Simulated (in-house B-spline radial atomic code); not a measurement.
A radial electron density 4πr²n(r) was computed for an atom or ion in its tabulated ground configuration with a B-spline radial code for spherical atoms; method: Dirac-Hartree-Fock, average of configuration. Columns: r (bohr), 4πr²n(r) (electrons per bohr), bar.

```
 0.00118    1.956 #
 0.00145    2.799 ##
 0.00179    4.013 ##
 0.00222    5.752 ###
 0.00274      8.1 ####
 0.00338    11.26 ######
 0.00418    15.48 #########
 0.00516    20.85 ############
 0.00638    27.51 ###############
 0.00788    35.26 ####################
 0.00974    43.73 ########################
   0.012    51.92 #############################
  0.0149    58.99 #################################
  0.0184     63.1 ###################################
  0.0227    63.53 ###################################
   0.028    60.61 ##################################
  0.0347    56.43 ###############################
  0.0428     54.9 ##############################
  0.0529    59.16 #################################
  0.0654    68.85 ######################################
  0.0807    78.18 ###########################################
  0.0998    79.45 ############################################
   0.123    70.26 #######################################
   0.152    58.23 ################################
   0.188    55.23 ###############################
   0.232    62.15 ##################################
   0.287     65.2 ####################################
   0.355    52.61 #############################
   0.438    32.08 ##################
   0.542     19.8 ###########
   0.669    19.97 ###########
   0.827     22.1 ############
    1.02    18.69 ##########
    1.26    11.79 #######
    1.56     5.91 ###
    1.93    2.616 #
    2.38    1.129 #
    2.94   0.4599 
    3.63   0.1555 
    4.49  0.03584 
    5.55 0.004824 
    6.85 0.000329 
    8.47 9.135e-06
```

Q: Which atom or ion is it?
A. In2+
B. In3+
C. In+
D. Sn2+

A: A. The area under the curve, ∫4πr²n dr = ∫r·4πr²n d(ln r) on this logarithmic grid, is 47 electrons, which only this option has. The configuration is [Kr] 4d10 5s1.
